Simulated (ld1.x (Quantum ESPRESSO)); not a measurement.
# Co: excitation energies, all-electron against ultrasoft

ld1.x (Quantum ESPRESSO) 7.5 input, shortened:

```
&input
   title='Co', zed=27., rel=1, dft='PBE', iswitch=3,
   config='[Ar] 3d7 4s2 4p0'
 /
 &inputp
   pseudotype=3, tm=.true., lloc=-2, rcloc=1.30,
   nlcc=.true., new_core_ps=.true., rcore=0.70,
   which_augfun='PSQ', rmatch_augfun=0.90
 /
6
3S  1  0   2.00   0.00  1.15  1.30  0.0
4S  2  0   2.00   0.00  1.15  1.30  0.0
3P  2  1   6.00   0.00  1.15  1.25  0.0
4P  3  1   0.00   0.00  1.15  1.25  0.0
3D  3  2   7.00   0.00  1.30  1.55  0.0
3D  3  2   0.00  -0.10  1.30  1.55  0.0
 &test
   configts(1)='3s2 3p6 3d7 4s2 4p0'
 /
```

Energies are relative to the spin-unpolarised reference configuration 3s2 3p6 3d7 4s2 4p0; without spin polarisation the order of configurations can differ from experiment.

(1) Give the all-electron excitation energy and the error of the potential for: 3s2 3p6 3d7 4s1 4p0; 3s2 3p6 3d7 4s0 4p0; 3s2 3p6 3d6 4s0 4p0; 3s2 3p6 3d6 4s2 4p0; 3s2 3p5 3d7 4s2 4p0; 3s2 3p6 3d6 4s2 4p1; 3s2 3p6 3d7 4s1 4p1.

Answers

(1)

```json
{"valence configuration": "3s2 3p6 3d7 4s1 4p0", "charge": "+1", "ΔE all-electron (eV)": "9.030", "error AE − PS (meV)": "-0.4"}
{"valence configuration": "3s2 3p6 3d7 4s0 4p0", "charge": "+2", "ΔE all-electron (eV)": "25.816", "error AE − PS (meV)": "-0.5"}
{"valence configuration": "3s2 3p6 3d6 4s0 4p0", "charge": "+3", "ΔE all-electron (eV)": "61.686", "error AE − PS (meV)": "-7.2"}
{"valence configuration": "3s2 3p6 3d6 4s2 4p0", "charge": "+1", "ΔE all-electron (eV)": "15.182", "error AE − PS (meV)": "+5.8"}
{"valence configuration": "3s2 3p5 3d7 4s2 4p0", "charge": "+1", "ΔE all-electron (eV)": "73.523", "error AE − PS (meV)": "-18"}
{"valence configuration": "3s2 3p6 3d6 4s2 4p1", "charge": "0", "ΔE all-electron (eV)": "9.660", "error AE − PS (meV)": "+6.3"}
{"valence configuration": "3s2 3p6 3d7 4s1 4p1", "charge": "0", "ΔE all-electron (eV)": "4.351", "error AE − PS (meV)": "-0.3"}
```
